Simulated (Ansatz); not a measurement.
Frontier orbitals of CH2GaNO (`N#[C][GaH][OH]`).

Cartesian coordinates in Å:
```
N -0.991 0.419 2.580
C -0.610 0.145 1.527
Ga 0.000 -0.403 -0.225
O 0.698 0.955 -1.122
H -0.115 -1.850 -0.760
H 1.018 0.734 -1.999
```

Total charge 0; spin multiplicity 1. Correlated methods include outer-core shells of Ga, which these sets cover unevenly. Scalar relativity is left out up to krypton. The geometry is a stationary point of PBE0-D4/def2-TZVP. It is one conformer, not always the lowest. Basis def2-TZVPP, the Gaussian-basis code of Ansatz.

```tsv
functional	HOMO (eV)	LUMO (eV)	gap (eV)
PBE	-8.05	-2.91	5.14
BLYP	-7.95	-2.86	5.09
PBE0	-9.53	-2.11	7.42
r2SCANh	-8.95	-2.41	6.54
ωB97M-V	-11.84	-0.30	11.54
```

Against PBE, PBE0 changes HOMO and LUMO by −1.48 and +0.81 eV, ωB97M-V by −3.79 and +2.62 eV. A gap of 5.14 eV thus becomes 11.54 eV for the same molecule, so an orbital gap means little without its functional.
